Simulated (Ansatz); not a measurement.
Molecule: LaBr2, net charge 0, doublet state. The spin state was set by rule; other spins were not relaxed. 
Structure (B3LYP-D3(BJ)/def2-TZVP (Ansatz, a quantum-chemistry and plane-wave program) minimum search):
```
La
Br 1 2.7596
Br 1 2.7596 2 116.68
```
Charge 0, spin multiplicity 2.

Basis-set convergence of Hartree-Fock and MP2 correlation energies (hartree) with Ansatz. Correlated levels leave the core frozen unless marked. UHF or UKS for open shells. Spin-orbit coupling is left out. Frozen are the shells of the preceding noble gas and the d and f shells that filled before the atom's block. In def2 rows, elements after Kr have scalar-relativistic effective core potentials.

| basis | functions | E(HF) | E(corr, MP2) |
|---|---|---|---|
| def2-SVPD | 117 | -5175.53233 | -0.28184 |
| def2-TZVPPD | 173 | [?] | [?] |

Task: Some entries are withheld; supply them.

Result: 
- def2-TZVPPD, E(HF): -5176.15995
- def2-TZVPPD, E(corr, MP2): -0.35970
